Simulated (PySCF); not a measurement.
Bonds (- single, = double, # triple, : aromatic): C1=C2 1.326 Å, C2-O3 1.372 Å, O3-Si4 1.635 Å, Si4-O5 1.645 Å, O5-Si6 1.634 Å, Si6-C7 1.889 Å, Si6-Cl8 2.006 Å, Si6-C2 1.903 Å. C1 carries H9, H10; Si4 carries H11, H12; C7 carries H13, H14, H15. Stereochemistry as in C=C1O[SiH2]O[Si@@]1(C)Cl. H9 is cis to O3; H11 is pro-R; H12 is pro-S; H10 is trans to O3.

- shielding tensors at PBE0/pcSseg-1 (GIAO)
- geometry: GFN2-xTB
- run in PySCF 2.14.0 with density-fitted response routines
- fast rotation and ring inversion assumed for equivalent nuclei, gas phase, relativity neglected, a single conformation

Referencing at the same level of theory: 13C (σ = 186.93 ppm), 1H (σ = 31.72 ppm), 29Si (σ = 349.16 ppm) vs TMS; 17O (σ = 336.08 ppm) vs H2O; 35Cl (σ = 949.78 ppm) against HCl.

```json
{"atoms": "Si4", "nucleus": "29Si", "count": "1", "Hirshfeld charge": "0.48", "δ (ppm)": "-14.6"}
{"atoms": "C7", "nucleus": "13C", "count": "1", "Hirshfeld charge": "-0.21", "δ (ppm)": "?"}
{"atoms": "H10", "nucleus": "1H", "count": "1", "Hirshfeld charge": "0.05", "δ (ppm)": "?"}
{"atoms": "H11", "nucleus": "1H", "count": "1", "Hirshfeld charge": "-0.07", "δ (ppm)": "?"}
{"atoms": "Cl8", "nucleus": "35Cl", "count": "1", "Hirshfeld charge": "-0.11", "δ (ppm)": "61"}
{"atoms": "C1", "nucleus": "13C", "count": "1", "Hirshfeld charge": "-0.13", "δ (ppm)": "?"}
{"atoms": "O5", "nucleus": "17O", "count": "1", "Hirshfeld charge": "-0.32", "δ (ppm)": "93.9"}
{"atoms": "H9", "nucleus": "1H", "count": "1", "Hirshfeld charge": "0.05", "δ (ppm)": "5.68"}
{"atoms": "Si6", "nucleus": "29Si", "count": "1", "Hirshfeld charge": "0.43", "δ (ppm)": "-2.3"}
{"atoms": "C2", "nucleus": "13C", "count": "1", "Hirshfeld charge": "-0.03", "δ (ppm)": "166.4"}
{"atoms": "H12", "nucleus": "1H", "count": "1", "Hirshfeld charge": "-0.07", "δ (ppm)": "5.08"}
{"atoms": "H13/H14/H15", "nucleus": "1H", "count": "3", "Hirshfeld charge": "0.05", "δ (ppm)": "0.51"}
{"atoms": "O3", "nucleus": "17O", "count": "1", "Hirshfeld charge": "-0.21", "δ (ppm)": "145.4"}
```

**Question.** Complete the table.

**Answer.** 
- C1: 110.9 ppm, β carbon of an enol-ether or enamine type C=C; the O or N lone pair pushes π density onto this β carbon and shields it
- C7: 4.1 ppm, methyl carbon bonded to Si; an electropositive neighbour leaves it electron-rich and shielded
- H11: 5.18 ppm, hydrogen on a silicon bonded to 2 O, in a 5-membered ring
- H10: 4.88 ppm, hydrogen on a β carbon of an enol-ether or enamine type C=C; lone-pair donation from O or N shields it, upfield of ordinary alkene protons

Shifts are as computed. Against solution values, carbons near 30 ppm lie about +3 ppm off and those near 130 ppm about +5 ppm. Of 1211 compounds with measured shifts, 218 miss one by over three times the rms of a fit or turn the order of signals round; such compounds aren't used in these exercises. Experimental scales use liquid or dissolved standards, which lie at an offset from isolated H2O (liquid H2O: subtract about 36 ppm).
